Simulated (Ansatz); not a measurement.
(HZn-mu-F)2 (Zn2H2F2). The state is a triplet with charge 0. Geometry r2SCAN-D4/def2-SVP, that of the neutral singlet; atoms count from 1.

```xyz
6

Zn   -0.9015    0.3859   -1.0928
H    -1.8342    0.7832   -2.2207
F     0.4554    1.1597    0.0334
Zn    0.9009   -0.3852    1.0937
H     1.8299   -0.7824    2.2245
F    -0.4505   -1.1612   -0.0381
```

At PBE0-D4/def2-TZVP a singlet of charge 0 lies 6.38 eV below the triplet at the same geometry.

**Question.** Estimate the Mulliken populations from the PBE0/def2-TZVP orbitals of Ansatz.

**Answer.** 
| atom | charge (e) | spin (α − β) | d electrons |
| --- | --- | --- | --- |
| Zn1 | 0.16 | 1.13 | 10.02 |
| H2 | 0.16 | 0.68 | – |
| F3 | -0.45 | 0.02 | – |
| Zn4 | 0.61 | 0.03 | 10.03 |
| H5 | -0.02 | 0.13 | – |
| F6 | -0.46 | 0.02 | – |
Mulliken values depend strongly on the basis.

**Question.** Where does the spin sit?

**Answer.** Summed by element: Zn 1.15, H 0.80, F 0.04, of 2 unpaired in all. Largest on single atoms: Zn1 1.13, H2 0.68, H5 0.13.

**Question.** And the Mayer bond orders between heavy atoms (over 0.3)?

**Answer.** Zn1–F3 0.34 (1.93 Å); Zn1–F6 0.34 (1.93 Å); F3–Zn4 0.39 (1.93 Å); Zn4–F6 0.39 (1.93 Å).
